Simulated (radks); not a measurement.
Results of a calculation; reference values are marked as such.
Numerical settings for the rubidium ion Rb2+, [Ar] 3d10 4s2 4p5. Code: a radial shooting solver on a logarithmic mesh with Libxc functionals. Model: scalar-relativistic Kohn-Sham, BLYP, spin-polarised, spherical densities, point nucleus; open shells are filled with parallel spins first (spin-orbit coupling, left out, can overturn this in heavy ions). The defaults (mesh step 0.008 in ln r, mesh end at 40 bohr or more with all orbitals vanishing there, Anderson mixing 0.5 over 9 steps, residual threshold near 1e-9 with the energy settled to 1e-9 hartree or 1e-11 of itself, here a cap of 88 iterations) give E = -2980.5089 hartree and 4p at -33.069 eV in 14 iterations. Run on one thread of a shared host, so times are rough (Arm Neoverse V1): 0.19 s of CPU time, 0.19 s wall, 14 iterations on 2486 mesh points. Changes against that run (0 stands for a change within the tolerance of the run):

setting                     iterations         converged  E (mhartree)  e(4p) (meV)  CPU (s)
mesh step in ln r 0.08               4                no      diverged            -     0.02
mesh step in ln r 0.05              14               yes      +0.00634            0     0.04
mesh step in ln r 0.03              14               yes     +0.000379            0     0.06
mesh end (bohr) 1                   88  level above zero     +9.58e+04    +4.26e+05      1.2
mesh end (bohr) 400                 14               yes             0            0     0.19
residual threshold 1e-16            88                no             0            0     0.55
residual threshold 1e-05            10               yes             0      +0.0176     0.15
mixing 0.01                         20               yes             0            0     0.26
linear mixing, mixing 0.05          88                no        +0.323        -98.7      1.1
linear mixing, mixing 0.2           88               yes             0            0     0.88
mixing history 3                    17               yes             0            0     0.21
iteration cap 5                      5                no         +1.13         +331     0.08

Settled on a wrong energy, with an occupied level pushed above zero by the early mesh end: mesh end (bohr) 1 (+95.8 hartree). Apart from these: no run marked as converged misses the energy by more than 1 mhartree. A mesh that ends early acts as a hard wall.
